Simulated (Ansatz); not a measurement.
Molecule: thionyl fluoride, sum formula SOF2, net charge 0, singlet state. SMILES: O=S(F)F
Coordinates optimised at B3LYP-D3(BJ)/def2-TZVP (Ansatz, a quantum-chemistry and plane-wave program):
```
S
O 1 1.4239
F 1 1.6063 2 106.51
F 1 1.6063 2 106.51 3 98.37
```

Computed values are from Ansatz. Valence correlation only, unless marked. Open shells are spin-unrestricted. Spin-orbit coupling is left out. Non-relativistic. Basis-set limits of correlation are two-point, X^-3; Hartree-Fock from the larger set. The bracket is a focal-point correction in the basis named.

Q: What is the dipole moment at CCSD(T)/aug-cc-pV(D+d)Z?

A: 1.70 D.

Q: What is the atomisation energy De at RI-MP2/CBS(aug-cc-pV(T+d)Z,aug-cc-pV(Q+d)Z)+[CCSD(T)-MP2]/aug-cc-pV(T+d)Z?

A: 1290.3 kJ/mol.

Q: What is the total energy at RI-MP2/CBS(aug-cc-pV(T+d)Z,aug-cc-pV(Q+d)Z)+[CCSD(T)-MP2]/aug-cc-pV(T+d)Z?

A: -672.5085 Eh.

Q: What is the T1 diagnostic at CCSD/aug-cc-pV(T+d)Z?

A: 0.018.
